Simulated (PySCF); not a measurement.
# Computed vibrations of [WO3Br]−

[WO3Br]− (singlet). PySCF 2.14.0, RKS PBE, W def2-SVP with ECP60, O def2-SVP, Br def2-SVP; non-relativistic Hamiltonian with scalar-relativistic core potentials where named; density fitting; no spin-orbit coupling. Central differences of gradients.

```xyz
5

W     0.0000    0.8122    0.0000
O     1.6261    0.0904    0.0000
O     0.0000    2.5738    0.0000
O    -1.6261    0.0904    0.0000
Br    0.0000   -2.4515    0.0000
```

Run from Python with OMP_NUM_THREADS=2. Where DIIS fails, smearing, a level shift and second-order steps follow.
It took 2.4 min on 2 threads of AMD EPYC 9B14 (Zen 4), with other jobs on the host.

Problem. What are the harmonic wavenumbers and infrared intensities?

Solution. Modes are labelled in C2v; negative numbers are unstable modes, those under 60 cm⁻¹ near the noise; a finer grid moves soft modes by up to 10 cm⁻¹.
| cm⁻¹ | km/mol | symmetry |
| --- | --- | --- |
| -257 | – | b1 |
| -111 | – | b2 |
| -20 | – | b1 |
| 56 | 2.7 | a1 |
| 262 | 3.8 | a1 |
| 275 | 0.0 | b2 |
| 750 | 171.7 | b2 |
| 875 | 22.7 | a1 |
| 924 | 99.3 | a1 |

Problem. Is this a minimum?

Solution. No: 2 unstable (and 1 more above −25 cm⁻¹, within the noise); the lowest moves the atoms so:
```
W    0.00  0.00 -0.09
O    0.00  0.00  0.70
O    0.00  0.00 -0.04
O    0.00  0.00  0.70
Br   0.00  0.00 -0.07
```
